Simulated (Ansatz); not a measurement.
Relaxing a trial structure of FGaHNS

The starting geometry of this gas-phase singlet was optimised with GFN2-xTB.

```xyz
5

F     0.9188    1.9174   -1.3077
Ga    1.1814    0.4476   -0.3198
N    -1.9239   -0.6481   -0.3176
S    -0.6707   -1.0307    0.5190
H    -2.5028    0.0801    0.1129
```

Predict what becomes of its bonds when it is optimised with r2SCAN-D4/def2-SVP.

It loosens into FGa + HNS, which stay close as a complex. Contacts that open: Ga2–S4 (2.51 → 2.99 Å).

The energy falls by 0.25 eV over 44 steps:

| step | E − E(last) (eV) |
| --- | --- |
| 1 | 0.248 |
| 6 | 0.155 |
| 11 | 0.146 |
| 15 | 0.142 |
| 20 | 0.141 |
| 25 | 0.141 |
| 30 | 0.141 |
| 34 | 0.134 |
| 39 | 0.033 |
| 44 | 0.000 |

Final geometry (Å):

```xyz
5

F    -0.1362    1.3670   -0.9766
Ga    1.4028    0.5134   -0.4618
N    -1.9595   -0.3470    0.0241
S    -0.7900   -1.2459    0.5616
H    -1.5142    0.4786   -0.4605
```

The end wasn't checked by frequencies. Run with Ansatz 0.2.0, 110 s on 1 thread of Intel(R) Xeon(R) Platinum 8488C (Sapphire Rapids), with other jobs on the host.
